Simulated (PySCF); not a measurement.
Ga(Br)2(OH) (Br2GaHO), SMILES [OH][Ga]([Br])[Br].

Coordinates come from a PBE0-D3(BJ)/def2-SVP optimisation. The structure was generated by enumeration; whether it is a known compound was not checked. Other conformers were not sampled.

Two levels are set side by side: PBE/def2-TZVP (PySCF) and M06-2X/def2-TZVP (PySCF). Same geometry, gas phase. Differences are taken from unrounded values.

```json
[
 {"quantity": "orbital gap (eV)", "PBE": "4.73"},
 {"quantity": "highest occupied level (eV)", "PBE": "-7.41"},
 {"quantity": "lowest empty level (eV)", "PBE": "-2.68"},
 {"quantity": "dipole moment (D)", "PBE": "1.29"},
 {"quantity": "mean polarisability (bohr³)", "PBE": "71.5"}
]
```

Task: These are the PBE values. What does M06-2X give? (The exact figures need the calculation; the answer reports its results.)

Result: 
```
quantity                     M06-2X  PBE minus M06-2X
---------------------------  ------  ----------------
orbital gap (eV)               9.06             -4.33
highest occupied level (eV)   -9.95              2.54
lowest empty level (eV)       -0.89             -1.79
dipole moment (D)              1.34             -0.05
mean polarisability (bohr³)    66.9               4.6
```

PBE's occupied levels lie high since its potential decays too fast outside the molecule; exact exchange lowers them and widens the gap. PBE's more diffuse valence density responds more strongly to a field. Differences between two approximate levels are no errors against the true value.

Rough cost on one machine, each run with all the roots and properties that it gave: M06-2X against PBE about 3 times.
